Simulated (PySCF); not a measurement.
HO₃W, SMILES [W+](=[O])(=[O])[OH], charge +1, multiplicity 1.

Coordinates come from a PBE0-D3(BJ)/def2-SVP optimisation. The multiplicity is an assumed one; other spin states were not compared. The isomer is the one that the SMILES or the coordinates give; other isomers of the formula were not compared. The def2 effective core potentials stand for the cores of W; spin–orbit coupling is left out. One conformer was computed; it need not be the lowest.

Computed with PBE/def2-TZVPD (PySCF).

Symmetry labels are those of the subgroup Cs that the program uses (full group Cs).

Q: List the valence orbital energies around the gap with their symmetry. (Estimate from the structure and the level; the computed values follow.)

A: 
```
orbital  symmetry  energy (eV)
-------  --------  -----------
HOMO−7         A"       -16.99
HOMO−6         A'       -16.89
HOMO−5         A'       -16.55
HOMO−4         A"       -16.48
HOMO−3         A'       -15.56
HOMO−2         A'       -14.83
HOMO−1         A"       -14.51
HOMO           A"       -13.76
LUMO           A'       -11.26
LUMO+1         A'        -9.33
LUMO+2         A"        -9.03
LUMO+3         A'        -7.75
```
